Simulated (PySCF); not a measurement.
SCF from a fresh guess for quintet FeS2, at the PBE minimum. PySCF input:

```python
from pyscf import gto, scf, dft
mol = gto.M(atom='''
Fe     0.582710    -0.000000     0.000000
S     -0.509720     1.681540    -0.000000
S     -0.509720    -1.681540     0.000000''',
    basis={'Fe': 'def2-SVP', 'S': 'def2-SVP'},
    charge=0, spin=4)
mf = dft.UKS(mol, xc='B3LYP')
mf.grids.atom_grid = (50, 194)
aux = {'Fe': 'def2-universal-JKFIT', 'S': 'def2-universal-JKFIT'}
mf = mf.density_fit(auxbasis=aux)
mf.conv_tol = 1e-08
mf.diis_space = 10
mf.max_cycle = 60
mf.init_guess = 'minao'
mf.verbose = 4
mf.kernel()
```

Excerpt of the output (cycles alone):

```
init E= -2058.84581842167
cycle= 1 E= -2048.85117066941  delta_E= 9.99  |g|= 2.94  |ddm|= 7.07
cycle= 2 E= -2032.41294251065  delta_E= 16.4  |g|= 4.48  |ddm|=  9.1
cycle= 3 E= -2052.26773270386  delta_E= -19.9  |g|=  3.7  |ddm|=  7.2
cycle= 4 E= -2052.67488874417  delta_E= -0.407  |g|= 3.64  |ddm|= 1.01
cycle= 5 E= -2052.37953085321  delta_E= 0.295  |g|= 3.69  |ddm|= 0.29
cycle= 6 E= -2051.97135792149  delta_E= 0.408  |g|= 3.74  |ddm|= 0.49
cycle= 7 E= -2051.97261202047  delta_E= -0.00125  |g|= 3.74  |ddm|= 0.0676
cycle= 8 E= -2051.96198900441  delta_E= 0.0106  |g|= 3.74  |ddm|= 0.381
cycle= 9 E= -2051.81639258296  delta_E= 0.146  |g|= 3.75  |ddm|= 0.201
cycle= 10 E= -2051.75932663697  delta_E= 0.0571  |g|= 3.75  |ddm|= 0.0528
cycle= 11 E= -2051.8052721079  delta_E= -0.0459  |g|= 3.75  |ddm|= 0.0812
cycle= 12 E= -2038.33964526175  delta_E= 13.5  |g|= 4.93  |ddm|= 15.1
cycle= 13 E= -2057.1581401406  delta_E= -18.8  |g|= 2.55  |ddm|= 15.1
cycle= 14 E= -2057.54925509552  delta_E= -0.391  |g|= 2.26  |ddm|=  0.7
cycle= 15 E= -2058.20355415665  delta_E= -0.654  |g|= 1.83  |ddm|= 2.32
cycle= 16 E= -2059.7027805102  delta_E= -1.5  |g|= 0.183  |ddm|= 1.19
cycle= 17 E= -2059.67659629428  delta_E= 0.0262  |g|= 0.312  |ddm|= 0.474
cycle= 18 E= -2059.71735081077  delta_E= -0.0408  |g|= 0.143  |ddm|= 0.338
cycle= 19 E= -2059.72929013898  delta_E= -0.0119  |g|= 0.0745  |ddm|= 0.19
cycle= 20 E= -2059.73176684865  delta_E= -0.00248  |g|= 0.051  |ddm|= 0.0682
cycle= 21 E= -2059.73354184103  delta_E= -0.00177  |g|= 0.0279  |ddm|= 0.0734
cycle= 22 E= -2059.73467665926  delta_E= -0.00113  |g|= 0.00496  |ddm|= 0.108
cycle= 23 E= -2059.73475839737  delta_E= -8.17e-05  |g|= 0.00463  |ddm|= 0.0218
cycle= 24 E= -2059.73482607368  delta_E= -6.77e-05  |g|= 0.00233  |ddm|= 0.0249
cycle= 25 E= -2059.73485350488  delta_E= -2.74e-05  |g|= 0.000868  |ddm|= 0.0242
cycle= 26 E= -2059.73485504367  delta_E= -1.54e-06  |g|= 0.000291  |ddm|= 0.00387
cycle= 27 E= -2059.73485545131  delta_E= -4.08e-07  |g|= 0.000128  |ddm|= 0.00213
cycle= 28 E= -2059.73485554858  delta_E= -9.73e-08  |g|= 8.18e-05  |ddm|= 0.00123
cycle= 29 E= -2059.73485556052  delta_E= -1.19e-08  |g|= 2.05e-05  |ddm|= 0.000339
cycle= 30 E= -2059.73485556135  delta_E= -8.29e-10  |g|= 9.62e-06  |ddm|= 8.54e-05
Extra cycle  E= -2059.7348555606  delta_E= 7.44e-10  |g|= 3.77e-05  |ddm|= 5.09e-05
converged SCF energy = -2059.7348555606  <S^2> = 6.1771902  2S+1 = 5.0703807
```

No lower solution of this spin was found from smeared starts or by a stability analysis within the unrestricted form.

With open d or f shells other occupations or spin states may lie lower.

The search for the lowest solution, 3 starts and the stability check together, took 33 s on 2 threads of a shared Arm Neoverse N1 host, with 67 basis functions; the process peaked at 0.33 GiB. Launch command: `OMP_NUM_THREADS=2 python axn.py task.json out`.
